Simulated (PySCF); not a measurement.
## Be⁺ (beryllium, charge +1) across methods

[He] 2p1, 2P determinant (an excited configuration). Computed with PySCF 2.14 in x2c-TZVPPall with one added diffuse shell of s type (6s3p1d, 20 functions), with scalar relativity by spin-free X2C-1e.

```tsv
method	E (hartree)	mean ε 1s α (eV)	mean ε 1s β (eV)	mean ε 2p α (eV)	Σ⟨r²⟩ (bohr²)	⟨S²⟩
r2SCAN	-14.1963	-120.40	-120.17	-11.002	7.075	0.750
PW91	-14.1878	-118.36	-118.07	-10.960	7.098	0.750
PBE0	-14.1750	-123.86	-123.57	-11.797	7.136	0.750
UHF	-14.13169	-140.35	-140.10	-14.108	7.365	0.750
LDA	-13.9862	-116.75	-116.46	-10.688	7.162	0.750
PBE	-14.1719	-118.10	-117.81	-10.916	7.106	0.750
r2SCANh	-14.1947	-122.44	-122.22	-11.331	7.087	0.750
BLYP	-14.2059	-118.39	-118.19	-10.823	6.994	0.750
wB97M-V	-14.1917	-126.77	-126.50	-13.372	7.217	0.750
```
